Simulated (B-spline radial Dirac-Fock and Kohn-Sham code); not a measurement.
## Rh⁵⁺ 3s: cross section and angular parameters

System: Rh⁵⁺, configuration [Kr] 4d4; threshold 694.4 eV (orbital energy of the model). Calculated with a radial finite-basis atomic code, using Dirac-Hartree-Slater photoionisation with a Latter tail; cross sections with all multipoles, angular parameters from the dipole term and its interference with E2.

For linearly polarised light dσ/dΩ = σ/(4π) [1 + β P₂(cos θ) + (δ + γ cos²θ) sin θ cos φ], with θ from the polarisation vector and φ the angle between the beam and the projection of the electron momentum on the plane normal to the polarisation.

```tsv
hν (eV)	σ (kb)	β	γ
744	98.3	1.989	0.658
767	94.2	1.989	0.631
800	89.1	1.990	0.591
1300	45.4	1.993	0.227
2070	21.2	1.994	-0.018
2200	19.1	1.994	-0.039
2290	17.8	1.994	-0.051
2984.4	11.0	1.995	-0.096
3080	10.4	1.995	-0.097
3520	8.13	1.995	-0.090
3830	6.92	1.995	-0.075
5414.7	3.50	1.995	0.070
5930	2.91	1.995	0.130
6000	?	?	?
9251.7	1.14	1.995	0.561
11300	0.736	1.995	0.824
12000	0.643	1.995	0.911
```

Task: Give the values at 6000 eV.

Result: σ = 2.84 kb, β = 1.995, γ = 0.138. For an s subshell δ is negligible.
